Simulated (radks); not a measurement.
Values are calculated unless marked as measured or tabulated.
The xenon ion Xe0.3+, configuration [Kr] 4d10 5s(up 1, down 0.7) 5p6 (fractional occupations, a model configuration).

Code: a radial shooting solver on a logarithmic mesh with Libxc functionals. Model: scalar-relativistic Kohn-Sham, PBEsol, spin-polarised, spherical densities, point nucleus.

Energy parts (hartree):
| part | energy |
|---|---|
| total | -7444.02197 |
| kinetic | 7827.81746 |
| electron-nucleus | -18014.60340 |
| Hartree | 2926.16939 |
| exchange-correlation | -183.40542 |

Orbitals (lengths in bohr, moments of r in powers of bohr; <r^-3> diverges for s and p1/2; r(max) is where P^2 peaks):
orbital	occ.	eigenvalue (hartree)	r(max)	<r^2>	<1/r>	<r^-3>
1s up	1	-1262.706	0.01716	0.0009643	58.09	-
1s down	1	-1262.705	0.01716	0.0009643	58.09	-
2s up	1	-196.6281	0.09700	0.01550	13.33	-
2s down	1	-196.6277	0.09700	0.01550	13.33	-
2p up	3	-176.4699	0.07781	0.01229	12.72	6166
2p down	3	-176.4694	0.07781	0.01229	12.72	6166
3s up	1	-40.30663	0.2791	0.1074	4.789	-
3s down	1	-40.30597	0.2791	0.1074	4.789	-
3p up	3	-33.79732	0.2730	0.1075	4.551	1190
3p down	3	-33.79664	0.2730	0.1075	4.551	1190
3d up	5	-24.13906	0.2259	0.09334	4.310	163.9
3d down	5	-24.13842	0.2259	0.09334	4.310	163.9
4s up	1	-7.36752	0.6610	0.5803	1.952	-
4s down	1	-7.36616	0.6610	0.5802	1.952	-
4p up	3	-5.30549	0.6934	0.6666	1.791	238.5
4p down	3	-5.30394	0.6934	0.6663	1.791	238.6
4d up	5	-2.30086	0.7484	0.8984	1.513	25.32
4d down	5	-2.29833	0.7483	0.8970	1.514	25.35
5s up	1	-0.83824	1.618	3.844	0.7102	-
5s down	0.7	-0.82954	1.618	3.859	0.7092	-
5p up	3	-0.40545	1.892	5.832	0.5748	25.21
5p down	3	-0.39855	1.896	5.889	0.5722	24.94

The highest occupied level is 5p down at -10.845 eV. The density falls to 0.001 e/bohr^3 at r = 4.31 bohr.
